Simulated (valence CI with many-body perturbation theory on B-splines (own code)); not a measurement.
# Eu⁴⁺ in brief

Level of theory: configuration interaction combined with many-body perturbation theory (CI+MBPT): five valence electrons over a frozen Dirac-Fock core [Xe], a basis of 7 s, 7 p, 7 d, 7 f, 4 g, 2 h functions for each j, with the one-electron correlation potential Σ1, the two-electron term Σ2, the three-electron term Σ3, Breit, model QED; the open f shell's mean field enters the energy denominators; selected CI, second order for the rest, scaled by the run's own slope (own B-spline code, finite nucleus).

Against measured spectra of neutral and singly charged lanthanides and actinides this method errs by a few hundred cm⁻¹ within a configuration and by up to about 5,000 between configurations. No measured levels were compared; by estimate terms of the open shell hold to a few per cent of their energy, and close levels can change places. Core correlation moves these levels by up to 5300 cm⁻¹, and in measured spectra 5 to 20 % of such shifts remained as error; rates that hang on mixing are uncertain with them. Not all symmetries were solved, so the list stops early. Among the levels kept, up to 960 cm⁻¹ of a level comes from second order outside the variational space, and about a tenth of that is noise between levels of different J, which matters for small intervals. Only levels of the ground parity were solved; by the run's estimate the other parity begins above the list, which can be wrong where configurations are misplaced.

Rates and lifetimes use the calculated energies. Strong lines usually hold to 10 to 20 %, long lifetimes can be off by a factor of two.

(1) What is the ground level?

(2) What is the ionisation energy?

(3) Name the longest-lived excited levels whose lifetime is computed, and their main decay.

(4) How is the term ⁶H° of the ground level split?

(5) How well does LS coupling describe the low levels?

## Answers

(1) 4f⁵ ⁶H°_5/2, composition 93 % 4f⁵ ⁶H° + 5 % 4f⁵ ⁴G°, g = 0.298.

(2) 63.061 eV; NIST lists 63.2 ± 0.4 eV (semi-empirical).

(3) 4f⁵ ⁶F°_1/2 at 7460 cm⁻¹ lives 11100 s, mostly by E2 to 4f⁵ ⁶H°_5/2.

(4) J = 5/2 at 0.0, J = 7/2 at 1335, J = 9/2 at 2871, J = 11/2 at 4549, J = 13/2 at 6300, J = 15/2 at 8088 cm⁻¹.

(5) Among the lowest 19 levels the leading LS term, summed over configurations, holds 86 % on average. For single configurations the figures are 84 % in LS and 44 % in jj coupling. Terms mix most in the J = 13/2 level at 24712 cm⁻¹, where the leading one holds 42 %.
